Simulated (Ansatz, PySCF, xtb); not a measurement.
Energy landscape of Al2O, singlet: symmetric bend, bond length relaxed. Scanned: Al-O-Al angle. Other coordinates (O-Al bond length) were minimised at B3LYP/def2-TZVP. Each profile is relative to its own lowest point.

```json
[
 {"a / °": "180", "A": "0.0", "B": "0.0", "C": "0.0"},
 {"a / °": "167", "A": "0.8", "B": "2.3", "C": "0.9"},
 {"a / °": "157", "A": "2.6", "B": "7.4", "C": "2.9"},
 {"a / °": "147", "A": "5.8", "B": "15.6", "C": "6.3"},
 {"a / °": "137", "A": "11.0", "B": "27.0", "C": "11.6"},
 {"a / °": "127", "A": "19.0", "B": "41.6", "C": "19.6"},
 {"a / °": "117", "A": "31.3", "B": "59.1", "C": "31.4"},
 {"a / °": "107", "A": "49.7", "B": "78.5", "C": "48.4"},
 {"a / °": "97", "A": "77.8", "B": "99.1", "C": "73.4"},
 {"a / °": "87", "A": "122.0", "B": "123.4", "C": "113.2"},
 {"a / °": "80", "A": "168.6", "B": "148.5", "C": "157.0"}
]
```

Energies in kJ/mol.

**Question.** Assign the columns to these levels of theory: CCSD(T) on RHF/aug-cc-pVQZ, frozen core (Ansatz, a quantum-chemistry and plane-wave program); GFN1-xTB run with xtb 6.7.1; PBE0/def2-TZVP (PySCF).

**Answer.** A is CCSD(T)/aug-cc-pVQZ; B is GFN1-xTB; C is PBE0.
